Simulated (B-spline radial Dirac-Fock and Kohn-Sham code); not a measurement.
# X-ray lines that fill the 1s vacancy in Nb⁴⁺

System: niobium as Nb⁴⁺, [Kr] 4d1, inside a Watson sphere of charge -4 and radius 3 Å (a model of the Madelung potential; inside it an electron's potential energy is raised by 19.2 eV).

Model: one-electron (LDA, Dirac) transition rates at Dirac-Fock energies. Program: a B-spline atomic structure program.

```tsv
line	multipole	energy (eV)	width (meV)	share (%)
Kα2 (K-L2)	E1	16519.0	888	29.2
Kα1 (K-L3)	E1	16613.3	1700	55.7
Kβ3 (K-M2)	E1	18604.2	135	4.42
Kβ1 (K-M3)	E1	18620.0	263	8.62
Kβ5'' (K-M4)	E2	18778.8	0.636	0.0209
Kβ5' (K-M5)	E2	18781.6	0.903	0.0296
Kβ2'' (K-N2)	E1	18954.8	21.4	0.701
Kβ2' (K-N3)	E1	18957.1	41.9	1.38
```

The listed lines hold 100.0 % of the radiative rate. The radiative width is 3.05 eV in the length form and 3.13 eV in the velocity form; the two differ because the transition energies are not eigenvalue differences of the potential that gave the orbitals. Kα2/Kα1 is 0.524 and Kβ/Kα is 0.179.

Values without a named source are computed, but for edge energies of neutral atoms, which are taken from tables.
